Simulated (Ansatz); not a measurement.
`[CH3][SbH][SeH]` → C• + 5 H• + Sb• + Se•  (atomization)

Computed with Ansatz on PBE0-D4/def2-TZVP structures; ΔE is electronic, products minus reactants. CCSD(T)/CBS is the MP2 limit (def2-TZVPP, def2-QZVPP) plus CCSD(T) − MP2 in def2-TZVPP, frozen cores. This one scheme is used for every species, atoms too. For atomizations the MP2-based limit and the directly extrapolated one differ by several kJ/mol either way, and by 10 to 25 for some Ge, Se and Sn compounds, so smaller differences from it don't rank the levels. Open shells (•) are unrestricted, without spin–orbit coupling. Spin–orbit coupling would lower the free atoms: a little for C; clearly for Se. def2 core potentials past Kr. For Sb, Se outer-core shells are correlated without core-valence functions, so the limit isn't a true one: a few kJ/mol of doubt a bond, and 10 to 20 or more in all where bonds break to atoms. Scalar relativity is left out up to krypton. One conformer a species, not always the lowest.

| species | MP2/CBS(def2) energy (Eh) |
| --- | --- |
| `[CH3][SbH][SeH]` | -2681.75318 |
| C• | -37.76950 |
| H• | -0.50000 |
| Sb• | -239.97095 |
| Se• | -2400.61553 |

Work out ΔE.

ΔE = 5 × (-0.50000) + (-37.76950) + (-239.97095) + (-2400.61553) − (-2681.75318) = 0.89720 Eh = +2355.6 kJ/mol. CCSD(T)/CBS gives +2374.4 kJ/mol.

Largest T1 diagnostic among the species: 0.011.

From PBE to PBE0 (25 % exact exchange), in def2-TZVPP and without D4, ΔE moves by −38.8 kJ/mol: exact exchange takes away binding that semilocal exchange gives to molecules. Leaving LDA and LC-ωPBE aside and taking each functional with its dispersion term where it has one, the values, not all of them listed here, spread over 86.9 kJ/mol, from BHLYP-D4 to PBE-D4. LDA lies +334.9 kJ/mol from PBE without D4, its usual overbinding. In def2-TZVPP, CCSD(T) changes the Hartree–Fock value by +662.9 kJ/mol (the triples alone add +38.6 kJ/mol) and MP2 by +644.1 kJ/mol; breaking electron pairs costs correlation energy, which Hartree–Fock lacks.
